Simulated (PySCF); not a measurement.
Cd(F)(SiH3) (CdFH₃Si), SMILES [SiH3][Cd][F].

Geometry: PBE0-D3(BJ)/def2-TZVP. The def2 effective core potentials stand for the cores of Cd; spin–orbit coupling is left out.

Level of theory: PySCF with PBE/def2-TZVPD.

Symmetry labels are those of the subgroup Cs that the program uses (full group C3v).

Computed valence orbital energies around the gap with their symmetry:
```
orbital  symmetry  energy (eV)
-------  --------  -----------
HOMO−7         A"       -13.11
HOMO−6         A'       -13.00
HOMO−5         A"        -8.90
HOMO−4         A'        -8.90
HOMO−3         A'        -8.68
HOMO−2         A'        -7.61
HOMO−1         A"        -7.61
HOMO           A'        -7.34
LUMO           A'        -1.97
LUMO+1         A"        -1.75
LUMO+2         A'        -1.75
LUMO+3         A'        -0.22
```
